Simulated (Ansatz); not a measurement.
Ansatz (a quantum-chemistry and plane-wave program) input file for B(Cl)(Me)(NCO) (C2H3BClNO), SMILES CB(Cl)N=C=O, PBE0/def2-SVPD. Coordinates come from a PBE0-D3(BJ)/def2-SVP optimisation. The structure was generated by enumeration, and PubChem lists no compound with its InChIKey, so it may never have been made. The values are those of a single conformer.

Ansatz 0.2 input:
```yaml
crystal:
  periodic: [false, false, false]
  atoms:
    - {symbol: B, position_ang: [0.18521904, -0.33762828, 0.62415668]}
    - {symbol: Cl, position_ang: [1.84033135, -0.45917039, 0.00553687]}
    - {symbol: C, position_ang: [-0.18239685, -0.95718984, 2.00810037]}
    - {symbol: H, position_ang: [-0.36198735, -2.03766062, 1.85886451]}
    - {symbol: H, position_ang: [-1.10141226, -0.52815951, 2.43126696]}
    - {symbol: H, position_ang: [0.64012242, -0.87636679, 2.73291479]}
    - {symbol: N, position_ang: [-0.77088556, 0.29912270, -0.19890841]}
    - {symbol: C, position_ang: [-1.40611822, 0.86952695, -1.03928630]}
    - {symbol: O, position_ang: [-2.05764523, 1.42104295, -1.83231023]}
basis:
  gaussian:
    orbitals: def2-SVPD
hamiltonian:
  xc: {name: PBE0}
```

Program output:

```
Functional definition: PBE0
integrals: 0.09 GiB planned
1335 factors; their error is unknown
mean field: 0.73 GiB planned
mean field evaluation 1: about -18834.7358 eV, gradient 6.0e1 eV
mean field evaluation 2: about -18830.3402 eV, gradient 7.6e1 eV
mean field evaluation 4: about -18841.9170 eV, gradient 3.3e0 eV
mean field evaluation 8: about -18842.0142 eV, gradient 1.8e-1 eV
mean field evaluation 16: about -18842.0142 eV, gradient 3.3e-5 eV
mean field -18842.01422661 eV, -692.4312512521 hartree, gradient 3.3e-5 eV, S^2 0.000000; 0 other end points of the search recorded, 0 dependent functions left out
reference -18842.01427005 eV, -692.4312528484 hartree; 26, 26 occupied and 128, 128 virtual orbitals, 1335 factors
Total energy: -18842.01427005 eV, -692.4312528484 hartree
```

Self-consistency was reached.

Cost: very roughly 4 core-seconds.
